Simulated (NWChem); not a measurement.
System: diglyme (C₆H₁₄O₃); SMILES COCCOCCOC

Input file for NWChem:

```
start job
memory heap 200 mb stack 900 mb global 1100 mb
geometry units angstroms noautosym nocenter noautoz
  C     -0.215636     4.352501    -0.266308
  O      0.727288     3.389978     0.162032
  C      0.493833     2.082853    -0.335446
  C     -0.540222     1.322822     0.509068
  O     -0.811598     0.027694    -0.001005
  C      0.151844    -0.957801     0.330645
  C     -0.404675    -2.300712    -0.121506
  O      0.562586    -3.285647     0.176656
  C      0.154708    -4.583153    -0.195890
  H      0.112132     5.315814     0.133784
  H     -1.232348     4.150009     0.102844
  H     -0.253724     4.417840    -1.365448
  H      0.161963     2.106942    -1.385520
  H      1.460739     1.569628    -0.302066
  H     -1.497615     1.854441     0.498059
  H     -0.195131     1.273843     1.553469
  H      0.334832    -0.977332     1.416564
  H      1.116401    -0.780406    -0.167463
  H     -0.619491    -2.267290    -1.202541
  H     -1.355235    -2.503495     0.398828
  H     -0.031269    -4.657018    -1.279816
  H      0.964762    -5.266536     0.072509
  H     -0.762372    -4.890365     0.332760
end
basis spherical
  C library pcsseg-1
  O library pcsseg-1
  H library pcsseg-1
end
dft
  xc pbe0
  iterations 150
  semidirect filesize 400000000
end
property
  shielding
end
task dft property
```

NWChem printed, in part:

```
             Northwest Computational Chemistry Package (NWChem) 7.3.0
             --------------------------------------------------------

                             Geometry "geometry" -> ""
                             -------------------------

 Output coordinates in angstroms (scale by  1.889725989 to convert to a.u.)

  No.       Tag          Charge          X              Y              Z
 ---- ---------------- ---------- -------------- -------------- --------------
    1 C                    6.0000    -0.21563600     4.35250100    -0.26630800
    2 O                    8.0000     0.72728800     3.38997800     0.16203200
    3 C                    6.0000     0.49383300     2.08285300    -0.33544600
    4 C                    6.0000    -0.54022200     1.32282200     0.50906800
    5 O                    8.0000    -0.81159800     0.02769400    -0.00100500
    6 C                    6.0000     0.15184400    -0.95780100     0.33064500
    7 C                    6.0000    -0.40467500    -2.30071200    -0.12150600
    8 O                    8.0000     0.56258600    -3.28564700     0.17665600
    9 C                    6.0000     0.15470800    -4.58315300    -0.19589000
   10 H                    1.0000     0.11213200     5.31581400     0.13378400
   11 H                    1.0000    -1.23234800     4.15000900     0.10284400
   12 H                    1.0000    -0.25372400     4.41784000    -1.36544800
   13 H                    1.0000     0.16196300     2.10694200    -1.38552000
   14 H                    1.0000     1.46073900     1.56962800    -0.30206600
   15 H                    1.0000    -1.49761500     1.85444100     0.49805900
   16 H                    1.0000    -0.19513100     1.27384300     1.55346900
   17 H                    1.0000     0.33483200    -0.97733200     1.41656400
   18 H                    1.0000     1.11640100    -0.78040600    -0.16746300
   19 H                    1.0000    -0.61949100    -2.26729000    -1.20254100
   20 H                    1.0000    -1.35523500    -2.50349500     0.39882800
   21 H                    1.0000    -0.03126900    -4.65701800    -1.27981600
   22 H                    1.0000     0.96476200    -5.26653600     0.07250900
   23 H                    1.0000    -0.76237200    -4.89036500     0.33276000

 Effective nuclear repulsion energy (a.u.)     469.4334737716

                              NWChem Property Module
                              ----------------------

  itol2e modified to match energy
  convergence criterion.

                                 NWChem DFT Module
                                 -----------------

 Summary of "ao basis" -> "ao basis" (spherical)
 ------------------------------------------------------------------------------
       Tag                 Description            Shells   Functions and Types
 ---------------- ------------------------------  ------  ---------------------
 C                          pcsseg-1                 7       17   3s3p1d
 O                          pcsseg-1                 7       17   3s3p1d
 H                          pcsseg-1                 3        5   2s1p

  itol2e modified to match energy
  convergence criterion.

            General Information
            -------------------
          SCF calculation type: DFT
          Wavefunction type:  closed shell.
          No. of atoms     :    23
          No. of electrons :    74
           Alpha electrons :    37
            Beta electrons :    37
          Charge           :     0
          Spin multiplicity:     1
          Use of symmetry is: off; symmetry adaption is: off
          Maximum number of iterations: 150
          AO basis - number of functions:   223
                     number of shells:   105
          Convergence on energy requested:  1.00D-07
          Convergence on density requested:  1.00D-05
          Convergence on gradient requested:  5.00D-04

              XC Information
              --------------
                         PBE0 Method XC Functional
                     Hartree-Fock (Exact) Exchange  0.250
          PerdewBurkeErnzerhof Exchange Functional  0.750
            Perdew 1991 LDA Correlation Functional  1.000 local
           PerdewBurkeErnz. Correlation Functional  1.000 non-local

             Grid Information
             ----------------
          Grid used for XC integration:  fine
          Radial quadrature: Mura-Knowles
          Angular quadrature: Lebedev.
          Tag              B.-S. Rad. Rad. Pts. Rad. Cut. Ang. Pts.
          ---              ---------- --------- --------- ---------
          C                   0.70       70          17.0       590
          O                   0.60       70          15.0       590
          H                   0.35       60          17.0       590
          Grid pruning is: on
          Number of quadrature shells:  1470
          Spatial weights used:  Erf1

      Superposition of Atomic Density Guess
      -------------------------------------

 Sum of atomic energies:        -457.14234922

      Non-variational initial energy
      ------------------------------

 Total energy =    -462.514378
 1-e energy   =   -1551.601993
 2-e energy   =     619.654141
 HOMO         =      -0.311592
 LUMO         =       0.062727

------------------------------------------------------------
EAF file 0: "./job.aoints.0" size=456654848 bytes
------------------------------------------------------------
               write      read    awrite     aread      wait
               -----      ----    ------     -----      ----
     calls:      871         0         0         0         0
   data(b): 4.57e+08  0.00e+00  0.00e+00  0.00e+00
   time(s): 0.00e+00  0.00e+00  0.00e+00  0.00e+00  0.00e+00
rate(mb/s): 0.00e+00  0.00e+00
------------------------------------------------------------

[...]

          -----------------------------------------
          Chemical Shielding Tensors (GIAO, in ppm)
          -----------------------------------------

                                NWChem CPHF Module
                                ------------------

  scftype          =     RHF
  nclosed          =       37
  nopen            =        0
  variables        =     6882
  # of vectors     =        3
  tolerance        = 0.10D-03
  level shift      = 0.00D+00
  max iterations   =       50
  max subspace     =       30

 SCF residual:    1.6286043054733155E-005

Iterative solution of linear equations
  No. of variables     6882
  No. of equations        3
  Maximum subspace       30
        Iterations       50
       Convergence  1.0D-04

   iter   nsub   residual    time
   ----  ------  --------  ---------
     1      3    5.44D-01     513.1
     2      6    3.29D-02     532.7
     3      9    1.51D-03     558.5
     4     12    8.25D-05     580.1

------------------------------------------------------------
EAF file 0: "./job.aoints.0" size=790626304 bytes
------------------------------------------------------------
               write      read    awrite     aread      wait
               -----      ----    ------     -----      ----
     calls:     1508         0         0         0         0
   data(b): 7.91e+08  0.00e+00  0.00e+00  0.00e+00
   time(s): 0.00e+00  0.00e+00  0.00e+00  0.00e+00  0.00e+00
rate(mb/s): 0.00e+00  0.00e+00
------------------------------------------------------------

      Atom:    1  C
        Diamagnetic
    248.5868     -7.0715      3.0566
     -7.0715    250.9581     -3.8437
      3.0566     -3.8437    242.6668

        Paramagnetic
   -126.0685    -34.5848     15.1793
    -34.5848   -108.3713    -10.9793
     15.1793    -10.9793   -131.4709

        Total Shielding Tensor
    122.5183    -41.6563     18.2358
    -41.6563    142.5868    -14.8230
     18.2358    -14.8230    111.1959

           isotropic =     125.4337
          anisotropy =      86.0110

          Principal Components and Axis System
                 1           2           3
              182.7743    105.3814     88.1453

      1        -0.6023      0.0504      0.7967
      2         0.7372      0.4178      0.5309
      3        -0.3061      0.9071     -0.2888

      Atom:    2  O
        Diamagnetic
    388.6334     -8.8575      6.7014
     -8.8575    416.1167      4.2269
      6.7014      4.2269    381.0863

        Paramagnetic
    -71.4705     29.2866     17.7586
     29.2866    -99.8384      6.4480
     17.7586      6.4480    -41.5415

        Total Shielding Tensor
    317.1629     20.4291     24.4600
     20.4291    316.2782     10.6749
     24.4600     10.6749    339.5448

           isotropic =     324.3286
          anisotropy =      59.5519

          Principal Components and Axis System
                 1           2           3
              364.0299    315.4913    293.4648

      1         0.5551      0.2981     -0.7766
      2         0.4004      0.7225      0.5636
      3         0.7291     -0.6238      0.2816

      Atom:    3  C
        Diamagnetic
    240.9810      8.4865     -2.1503
      8.4865    258.3148      1.0346
     -2.1503      1.0346    240.5454

        Paramagnetic
   -160.6864      4.8196      5.6325
      4.8196   -103.9391     23.2237
      5.6325     23.2237   -132.9136

        Total Shielding Tensor
     80.2946     13.3061      3.4822
     13.3061    154.3756     24.2582
      3.4822     24.2582    107.6318

           isotropic =     114.1007
          anisotropy =      79.0946

          Principal Components and Axis System
                 1           2           3
              166.8304     97.5187     77.9528

      1         0.1554     -0.0997      0.9828
      2         0.9108     -0.3707     -0.1816
      3         0.3824      0.9234      0.0332

      Atom:    4  C
        Diamagnetic
    240.0978      8.5908     -2.0057
      8.5908    258.4713      1.6943
     -2.0057      1.6943    239.5426

        Paramagnetic
   -157.6148      6.2517      5.2820
      6.2517   -102.9390     24.4285
      5.2820     24.4285   -130.4321

        Total Shielding Tensor
     82.4830     14.8425      3.2763
     14.8425    155.5323     26.1227
      3.2763     26.1227    109.1105

           isotropic =     115.7086
          anisotropy =      81.1465

          Principal Components and Axis System
                 1           2           3
              169.8063     97.8908     79.4286

      1         0.1682     -0.1639      0.9720
      2         0.9021     -0.3719     -0.2189
      3         0.3973      0.9137      0.0853

      Atom:    5  O
        Diamagnetic
    391.0757    -10.2090      5.3590
    -10.2090    417.6021      4.7888
      5.3590      4.7888    381.5456

        Paramagnetic
    -88.3633     24.1277     22.8318
     24.1277   -107.2147      5.1756
     22.8318      5.1756    -73.6399

        Total Shielding Tensor
    302.7124     13.9187     28.1907
     13.9187    310.3874      9.9644
     28.1907      9.9644    307.9057

           isotropic =     307.0018
          anisotropy =      53.1303

          Principal Components and Axis System
                 1           2           3
              342.4220    302.0248    276.5586

      1         0.6150     -0.2207      0.7570
      2         0.4652      0.8767     -0.1224
      3         0.6366     -0.4275     -0.6419

      Atom:    6  C
        Diamagnetic
    244.1194     -5.6605      3.5653
     -5.6605    258.1586     -0.1273
      3.5653     -0.1273    236.5431

        Paramagnetic
   -137.0209    -29.6328     13.0926
    -29.6328   -121.2153     -5.6020
     13.0926     -5.6020   -142.8701

        Total Shielding Tensor
    107.0985    -35.2933     16.6580
    -35.2933    136.9433     -5.7293
     16.6580     -5.7293     93.6730

           isotropic =     112.5716
          anisotropy =      75.9565

          Principal Components and Axis System
                 1           2           3
              163.2093     98.3590     76.1465

      1        -0.5636      0.3851      0.7308
      2         0.8012      0.4702      0.3702
      3        -0.2010      0.7941     -0.5735

      Atom:    7  C
        Diamagnetic
    244.3162     -5.5830      3.4589
     -5.5830    257.3815      0.4216
      3.4589      0.4216    236.5341

        Paramagnetic
   -132.9290    -29.0676      6.0831
    -29.0676   -118.8757     -7.5352
      6.0831     -7.5352   -155.3946

        Total Shielding Tensor
    111.3871    -34.6506      9.5420
    -34.6506    138.5058     -7.1136
      9.5420     -7.1136     81.1394

           isotropic =     110.3441
          anisotropy =      80.0243

          Principal Components and Axis System
                 1           2           3
              163.6937     89.2578     78.0809

      1        -0.5642      0.7358     -0.3745
      2         0.8144      0.5704     -0.1063
      3        -0.1354      0.3650      0.9211

      Atom:    8  O
        Diamagnetic
    391.1381     -8.7094      5.7531
     -8.7094    418.8948      2.1191
      5.7531      2.1191    378.6125

        Paramagnetic
    -53.8531     10.4350     13.1494
     10.4350   -107.1440      0.7079
     13.1494      0.7079    -75.0181

        Total Shielding Tensor
    337.2849      1.7255     18.9025
      1.7255    311.7508      2.8270
     18.9025      2.8270    303.5944

           isotropic =     317.5434
          anisotropy =      42.6509

          Principal Components and Axis System
                 1           2           3
              345.9773    311.7427    294.9101

      1         0.9084     -0.1182     -0.4010
      2         0.0797      0.9906     -0.1115
      3         0.4105      0.0694      0.9092

      Atom:    9  C
        Diamagnetic
    241.9548      4.3685      1.1159
      4.3685    256.9636      4.2506
      1.1159      4.2506    241.9854

        Paramagnetic
   -143.9775     14.2463      2.4337
     14.2463    -82.7423     15.4587
      2.4337     15.4587   -141.4329

        Total Shielding Tensor
     97.9773     18.6148      3.5496
     18.6148    174.2214     19.7093
      3.5496     19.7093    100.5525

           isotropic =     124.2504
          anisotropy =      88.6583

          Principal Components and Axis System
                 1           2           3
              183.3559     96.0951     93.3001

      1         0.2164     -0.4061      0.8879
      2         0.9476     -0.1314     -0.2910
      3         0.2348      0.9043      0.3564

      Atom:   10  H
        Diamagnetic
     24.5876      1.4931      1.3705
      1.4931     39.4817      3.7403
      1.3705      3.7403     24.3421

        Paramagnetic
      0.3782     -3.0143     -0.8127
     -3.0143     -5.5872     -3.0221
     -0.8127     -3.0221      0.2061

        Total Shielding Tensor
     24.9658     -1.5212      0.5578
     -1.5212     33.8945      0.7182
      0.5578      0.7182     24.5482

           isotropic =      27.8029
          anisotropy =       9.5752

          Principal Components and Axis System
                 1           2           3
               34.1863     25.2853     23.9369

      1        -0.1587      0.7561     -0.6349
      2         0.9852      0.0794     -0.1516
      3         0.0642      0.6496      0.7575

      Atom:   11  H
        Diamagnetic
     37.4278     -1.3086     -3.6273
     -1.3086     27.4303     -1.1023
     -3.6273     -1.1023     22.8431

[...]
```

Level: PBE0/pcSseg-1, GIAO. The geometry was optimised at B3LYP/6-31G* (spherical d). Not confirmed as a minimum by frequencies. The printed shielding anisotropy is the first printed principal value minus the mean of the other two.
